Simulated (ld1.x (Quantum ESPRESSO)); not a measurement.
**thallium (Tl): one change to a TM potential, before and after**

```
Element                 : Tl (Z = 81)
Generator               : ld1.x (Quantum ESPRESSO) 7.5
Type                    : norm-conserving Troullier–Martins (Kleinman–Bylander form)
Functional              : PBE
Relativity              : scalar-relativistic
Frozen core             : [Xe] 4f14 5d10
Valence charge          : 3
Reference configuration : 6s2 6p1
Partial waves           : 6s (bound): rc 2.20 bohr; 6p (bound): rc 2.45 bohr
Local potential         : all-electron potential smoothed inside 2.20 bohr (lloc = -2)
Core correction         : none
```

Change: all radii scaled by about 1.13 (s 2.48, p 2.76 bohr); local potential all-electron potential smoothed inside 2.48 bohr (lloc = -2).

Cutoffs: the cutoffs (Ry, on a coarse ladder) from which the occupation-weighted sum of valence levels, in a spherical-Bessel basis at the reference potential, stays within 10 and 1 mRy of its value at 400 Ry; they do not see the model core or the augmentation charge, which bear on the density cutoff. Errors are all-electron minus pseudo energies relative to the spin-unpolarised reference configuration.

How do hardness, ghosts and transferability respond?

The potential gets softer (18 Ry and 30 Ry → 15 Ry and 25 Ry); of the 7 tests that both files solve, the error grows in 1 and shrinks in 0 by more than 15 % and 0.3 meV (median size 35.0 → 31.2 meV); neither file shows a bound ghost. A larger radius leaves more room for a smooth pseudo-wave, so fewer plane waves are needed.

| quantity | base | changed |
| --- | --- | --- |
| cutoff, loose | 18 Ry | 15 Ry |
| cutoff, tight | 30 Ry | 25 Ry |
| loose cutoff by channel (10 mRy a level) | s 10 Ry, p 6 Ry | s 8 Ry, p 6 Ry |
| bound ghosts | none | none |
| error for 6s2 6p0, meV [ΔE 5.17 eV] | +48 | +47 |
| error for 6s1 6p0, meV [ΔE 25.95 eV] | +110 | +101 |
| error for 6s2 6p0.5, meV [ΔE 1.85 eV] | +8.9 | +8.8 |
| error for 6s2 6p1.3, meV [ΔE -0.49 eV] | +2.2 | +2.1 |
| error for 6s1 6p1, meV [ΔE 13.44 eV] | -5.4 | -11 |
| error for 6s1 6p2, meV [ΔE 7.40 eV] | +35 | +31 |
| error for 6s0 6p3, meV [ΔE 15.21 eV] | +189 | +175 |
